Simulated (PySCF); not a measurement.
**Pb²⁺ (lead, charge +2) across methods**

[Xe] 4f14 5d10 6s2, closed-shell 1S. All numbers are calculated (PySCF 2.14, the spin-free X2C one-electron Hamiltonian (Gaussian nucleus), in aug-cc-pwCVTZ-DK3).

| method | E (hartree) | mean ε 5p (eV) | mean ε 5d (eV) | mean ε 6s (eV) | Σ⟨r²⟩ (bohr²) | ⟨S²⟩ |
| --- | --- | --- | --- | --- | --- | --- |
| r2SCAN | -20883.31 | -105.26 | -38.467 | -27.599 | 45.69 | 0.000 |
| UHF | -20877.20327 | -121.28 | -45.988 | -30.114 | 46.05 | 0.000 |
| PBE0 | -20883.08 | -107.93 | -40.149 | -28.322 | 45.78 | 0.000 |
| PBE | -20883.39 | -103.04 | -37.803 | -27.383 | 45.84 | 0.000 |
| LDA | -20870.67 | -103.31 | -38.037 | -27.814 | 45.81 | 0.000 |

Spin-orbit coupling, which splits the p, d and f shells strongly at this Z, is absent.
